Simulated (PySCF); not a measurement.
Molecule: SMILES CSc1ccco1, C₅H₆OS.

Atom-mapped SMILES (the numbers label the heavy atoms): `[CH3:1][S:2][c:3]1[cH:4][cH:5][cH:6][o:7]1`; H(Xn) means a hydrogen on atom n.

Geometry PBE0-D3(BJ)/def2-SVP throughout; GIAO in PySCF, gas phase, one conformer, non-relativistic; equivalent atoms averaged; functional PBE0.

For orientation, 6-31G gives these absolute shieldings σ: C3 53.1, C6 63.4, C5 88.5, C1 183.3, O7 55.3, H(C6) 25.22, H(C5) 26.20, H(C4) 26.59, H(C1) 30.20 ppm.

A run gave: C3 49.0, C6 59.8, C5 84.1, C1 180.8, O7 61.3, H(C6) 24.06, H(C5) 24.94, H(C4) 25.37, H(C1) 29.01 ppm (absolute shieldings σ).

Which basis set was used in that run?
A. pcSseg-1
B. cc-pVTZ
C. aug-cc-pVDZ
D. cc-pVDZ

## Answers

D. C1 tells them apart best: cc-pVDZ gives 180.8, pcSseg-1 gives 168.1, cc-pVTZ gives 171.4, aug-cc-pVDZ gives 177.9 ppm.
